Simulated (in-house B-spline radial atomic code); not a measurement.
# Ionising Tb³⁺ with different functionals

Computed with a B-spline radial code for spherical atoms: scalar-relativistic (spin-free X2C) Hamiltonian, Fermi nucleus of rms radius 5.06 fm, spin-polarised at highest spin, spherical fractional occupations for the functionals, the average over the highest-spin determinants for Hartree-Fock. The ionisation energy is the difference of two self-consistent energies, [Xe] 4f8 → [Xe] 4f7, without Breit or QED terms; ε is the level of the shell that loses the electron (its least bound occupied spin orbital). There is no spin-orbit coupling in this Hamiltonian.

Hybrids are left out here: with spherical fractional occupations of an open shell their exact exchange keeps a self-interaction that integer-occupation calculations don't have.

| method | rung | ΔSCF (eV) | -ε(4f) (eV) |
| --- | --- | --- | --- |
| Hartree-Fock | Hartree-Fock | 35.30 | 40.26 |
| LDA VWN5 | LDA | 41.30 | 31.81 |
| LDA PW92 | LDA | 41.29 | 31.80 |
| LDA exchange-only | LDA | 39.12 | 29.73 |
| PBE | GGA | 40.79 | 31.33 |
| PBEsol | GGA | 40.88 | 31.41 |
| BLYP | GGA | 40.66 | 31.20 |
| RPBE | GGA | 40.69 | 31.23 |
| PW91 | GGA | 40.93 | 31.46 |
| BP86 | GGA | 40.99 | 31.51 |
| AM05 | GGA | 40.94 | 31.46 |
| OLYP | GGA | 40.98 | 31.48 |
| TPSS | meta-GGA | 40.31 | 30.89 |
| SCAN | meta-GGA | 39.43 | 30.09 |
| r2SCAN | meta-GGA | 39.38 | 30.02 |
| revTPSS | meta-GGA | 40.22 | 30.81 |

Q: How do they compare with the NIST value?

A: NIST lists 39.33 eV ± 0.04 (semi-empirical, ground level to ground level). Errors run from -4.03 to +1.97 eV; r2SCAN is closest (+0.05 eV), but part of that can be cancellation, since the calculations leave out spin-orbit coupling, Breit-QED terms, multiplet and fine-structure energies. Hartree-Fock also lacks correlation.
